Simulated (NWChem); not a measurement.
# CH₄SSe; SMILES C[Se]S

```xyz
7

Se    -0.4620    -0.4571     0.0083
C      1.2702    -1.3451     0.0117
H      1.0614    -2.4238     0.0756
H      1.8544    -1.0323     0.8862
H      1.8181    -1.1326    -0.9153
S      0.1913     1.6473     0.0552
H      0.2926     1.8454    -1.2815
```
Atoms are numbered in this order, from 1.

The geometry was optimised at PBE0/def2-SVP. B3LYP is NWChem's, with the RPA form of VWN correlation.

Q: List the 4 lowest vertical singlet excitations from B3LYP/def2-SVP, full TDDFT (NWChem).

A: 
```tsv
state	energy (eV)	oscillator strength	leading excitation (squared amplitude)
S1	4.08	0.002	HOMO → LUMO (0.99)
S2	4.72	0.004	HOMO−1 → LUMO (0.99)
S3	5.92	0.000	HOMO → LUMO+1 (0.78)
S4	6.14	0.012	HOMO → LUMO+2 (0.77)
```
